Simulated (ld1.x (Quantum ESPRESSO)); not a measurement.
An all-electron radial function and its pseudo partner (manganese)

Columns: radius, all-electron u(r) and pseudo u(r) of the 3p shell (level -54.59 eV) of manganese in the configuration [Ne] 3s2 3p6 3d5 4s2 4p0; PBE, scalar-relativistic, TM scheme, ld1.x (Quantum ESPRESSO) 7.5.

```
r (bohr)  all-electron   pseudo
   0.115        0.5512  -0.0697
   0.230        0.3969  -0.2605
   0.345       -0.1647  -0.5222
   0.460       -0.6701  -0.7874
   0.575       -0.9846  -0.9934
   0.690       -1.1186  -1.1036
   0.805       -1.1246  -1.1153
   0.920       -1.0545  -1.0520
   1.035       -0.9465  -0.9463
   1.150       -0.8253  -0.8253
   1.265       -0.7053  -0.7053
   1.380       -0.5941  -0.5941
   1.495       -0.4951  -0.4951
   1.610       -0.4094  -0.4094
   1.725       -0.3364  -0.3364
   1.840       -0.2752  -0.2752
   1.955       -0.2242  -0.2242
   2.070       -0.1822  -0.1822
   2.185       -0.1476  -0.1476
   2.300       -0.1194  -0.1194
   2.415       -0.0965  -0.0965
   2.530       -0.0778  -0.0778
   2.645       -0.0627  -0.0627
   2.760       -0.0504  -0.0504
   2.875       -0.0405  -0.0405
   2.990       -0.0325  -0.0325
```

(1) How many radial nodes do the two functions have?

(2) At about which radius was the pseudo-wave matched?

(3) Where does each function peak?

(4) Is the pseudo-wave norm-conserving?

Answers

(1) The all-electron 3p function has n − l − 1 = 1; the pseudo-wave has 0, since the states of the same l below it are removed with the core.

(2) 1.20 bohr. The columns agree to 0.0005 from 1.03 bohr on; several derivatives are matched, so the curves merge somewhat inside the radius.

(3) Outermost all-electron maximum near 0.81 bohr, pseudo maximum near 0.81 bohr (to the table’s step).

(4) Yes: the TM scheme keeps the norm inside the radius equal to the all-electron one, which fixes the energy derivative of the logarithmic derivative at the level.
